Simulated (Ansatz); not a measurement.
CH₆OS₂Si, SMILES `OC(S)S[SiH3]` at its PBE0-D4/def2-TZVP geometry, where that method's forces vanish. Charge 0, multiplicity 1.

```xyz
11

O     1.4951   -0.8692    0.0666
C     0.1322   -1.0692   -0.0485
S    -0.2936   -2.7057    0.6480
S    -0.8825    0.2114    0.7795
Si   -0.2119    1.9038   -0.3484
H     1.7167   -0.8361    1.0056
H    -0.0897   -1.0558   -1.1148
H    -1.6038   -2.4681    0.8152
H    -0.2340    1.5689   -1.7958
H    -1.1819    2.9839   -0.0444
H     1.1534    2.3362    0.0370
```

**Question.** What forces (eV/Å) does r2SCAN-D4/def2-TZVPP give on these atoms in Ansatz 0.2.0? (An estimate is asked.)

**Answer.** The calculation gave: 
```
O1   0.284  0.039 -0.076
C2  -0.098 -0.026 -0.198
S3  -0.040 -0.225  0.096
S4  -0.169  0.168  0.132
Si5  0.000  0.045 -0.009
H6   0.002 -0.001  0.065
H7   0.020  0.013 -0.003
H8  -0.014 -0.008  0.002
H9   0.008  0.012  0.022
H10  0.028 -0.017 -0.014
H11 -0.021  0.001 -0.016
```
